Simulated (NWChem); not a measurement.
System: C$_{4}$H$_{6}$O; SMILES C#CCOC

NWChem input:

```
start job
memory heap 200 mb stack 900 mb global 1100 mb
geometry units angstroms noautosym nocenter noautoz
  C      0.281894     2.573035     0.000000
  C     -0.088900     1.421565     0.000000
  C     -0.568735     0.043834     0.000000
  O      0.498731    -0.856083     0.000000
  C      0.080102    -2.185409     0.000000
  H      0.618405     3.593509     0.000000
  H     -1.219122    -0.109146     0.888309
  H     -1.219122    -0.109146    -0.888309
  H      0.977815    -2.818549     0.000000
  H     -0.524681    -2.432638     0.895811
  H     -0.524681    -2.432638    -0.895811
end
basis spherical
  C library sto-3g
  O library sto-3g
  H library sto-3g
end
dft
  xc hfexch
  iterations 150
end
property
  shielding 9 1 2 3 4 5 6 7 9 10
end
task dft property
```

STO-3G and 3-21G are far too small for this property and stand as cheap habits. The geometry was optimised at PBE0/def2-SVP.

GIAO values for the isolated, static molecule; σ is the absolute isotropic shielding, δ = σ(reference) − σ with the isolated reference molecule computed at the same levels (13C: tetramethylsilane, 1H: tetramethylsilane, 17O: water).

Atoms are numbered as in the input.

**Question.** Predict the main results of this run. (Hartree-Fock/STO-3G, GIAO.) Quantities: δ C1 (ppm); δ C2 (ppm); δ O4 (ppm); δ C5 (ppm); δ H6 (ppm); δ H7 (ppm); δ H9 (rotor mean) (ppm).

**Answer.** The δ C1 (ppm) is 77.4, the δ C2 (ppm) is 62.8 and the δ O4 (ppm) comes out as -44.3. The δ C5 (ppm) is 49.0 and the δ H6 (ppm) comes out as 3.03. The δ H7 (ppm) is 1.79 and the δ H9 (rotor mean) (ppm) comes out as 1.74.
